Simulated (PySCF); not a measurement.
Se(Br)(GeH3) (BrGeH3Se), SMILES [GeH3][Se]Br.

Geometry optimised at ωB97X-D3(BJ)/def2-SVP. The structure was generated by enumeration, and PubChem lists no compound with its InChIKey, so it may never have been made.

Method: PBE/def2-TZVPD (PySCF).

The molecule is in vacuum.

The total energy is -7053.47604 hartree. The highest occupied level is -5.70 eV and the lowest empty level comes out as -3.45 eV. The orbital gap comes out as 2.25 eV and the dipole moment is 1.61 D. The quadrupole, principal values (traceless, Buckingham form, about the centre of nuclear charge) comes out as -3.57, 0.91, 2.66 D·Å and the mean static polarisability comes out as 86.8 bohr³ (12.87 Å³). The polarisability, principal values is 68.9, 84.0, 107.5 bohr³.
